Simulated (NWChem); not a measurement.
**Atomisation of silole (C$_{4}$H$_{6}$Si)**

```xyz
11

C     -0.7433     0.0000     1.2960
C     -1.3582     0.0000     0.0914
Si     0.0000     0.0000    -1.2108
C      1.3582     0.0000     0.0914
C      0.7433     0.0000     1.2960
H     -1.2821     0.0000     2.2508
H     -2.4455     0.0000    -0.0110
H      0.0000     1.2083    -2.0890
H      0.0000    -1.2083    -2.0890
H      2.4455     0.0000    -0.0110
H      1.2821     0.0000     2.2508
```
Charge 0, spin multiplicity 1.

All runs are NWChem calculations. Structure: optimised with B3LYP/def2-SVP, a minimum by its harmonic frequencies. It is one conformer; others weren't searched.

Basis set: def2-TZVP. The atomisation energy is electronic alone: no zero-point, thermal, spin-orbit or counterpoise terms. No value is extrapolated to the basis-set limit. Free atoms are single determinants with multiplicities C 3, Si 3, H 2. Correlated methods freeze the same cores in atoms and molecule, 9 orbitals in all.

```tsv
method	atomisation energy (kcal/mol)	relative cost
PBE0	1102.0	under 3
MP2	1078.5	8
PBE	1118.4	under 3
BHandHLYP	1061.0	under 3
M06-2X	1095.8	under 3
B3LYP	1087.2	1
CAM-B3LYP	1094.0	20
HF	818.2	under 3
```

The values span 300.2 kcal/mol, from HF (lowest) to PBE (highest). Costs are rough ratios of processor time within this set of runs, SCF included, with B3LYP as 1. Costs are the molecule's.

B3LYP has NWChem's definition, with VWN1-RPA local correlation. GW and range-separated runs recompute their integrals, the others keep them in memory, which bears on the times. The stability of the SCF solutions was not checked. Open-shell Hartree-Fock references start from PBE0 orbitals; any time given for them includes that run.
